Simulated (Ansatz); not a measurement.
Harmonic frequencies (cm⁻¹) at PBE0-D4/def2-TZVP from Ansatz: 55, 65, 94, 202, 249, 280, 329, 405, 506, 552, 572, 654, 785, 914, 960, 1042, 1211, 1248, 1405, 1428, 1489, 1501, 1858, 1876, 1880, 3012, 3029, 3046, 3091, 3097.

Each molecule was computed in one conformer, which needn't be the lowest.

**Question.** Which molecule is it?
A. `N=C[SiH](N)F`
B. `C[CH2][AlH][AlH2]`
C. `N=C1OB1[SiH3]`
D. `CN1C[SiH2]1`

**Answer.** B.
